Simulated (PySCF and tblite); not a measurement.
The numbers below are computed, except where a source is named.
C4H2BrNO3, numbered as in [O:1]=[C:2]([OH:3])[c:4]1[n:5][cH:6][c:7]([Br:8])[o:9]1.

Search: ETKDG, MMFF94s, GFN2-xTB, 90 starts; geometries at GFN2-xTB. Energies: PBE0-D3(BJ)/pcSseg-1, with GFN2-xTB thermal terms (modes under about 100 cm⁻¹ blended into free rotors). Symmetry numbers and mirror images are counted. Conformers within 2.5 kcal/mol (GFN2-xTB free energy) were kept, 4 at most. Programs: PySCF with density fitting and tblite.

Rotational constants are equilibrium values for the commonest isotopes; dipoles come from the energy level named.

Torsions listed: O1–C2–O3–H3, O3–C2–C4–O9.

| conformer | shape | symmetry | weight % |
| --- | --- | --- | --- |
| 1 | 0°, 180° | Cs | 65.1 |
| 2 | 0°, 0° | Cs | 34.9 |

Sets of constants, in random order:

| set | A (MHz) | B (MHz) | C (MHz) | abs μa (D) | abs μb (D) | abs μc (D) |
| --- | --- | --- | --- | --- | --- | --- |
| P | 3685 | 524 | 459 | 2.07 | 1.67 | 0.00 |
| Q | 3885 | 512 | 452 | 0.72 | 1.24 | 0.00 |

(1) Match each set to its conformer.

The minima are those of GFN2-xTB; planar forms about aryl–S or allylic bonds may be saddles in DFT.

Results:

(1) P is conformer 2, Q is conformer 1.


Conformer gaps in pcSseg-1 on xTB geometries can be 2 kcal/mol off for S=O, P=O and other polar bonds.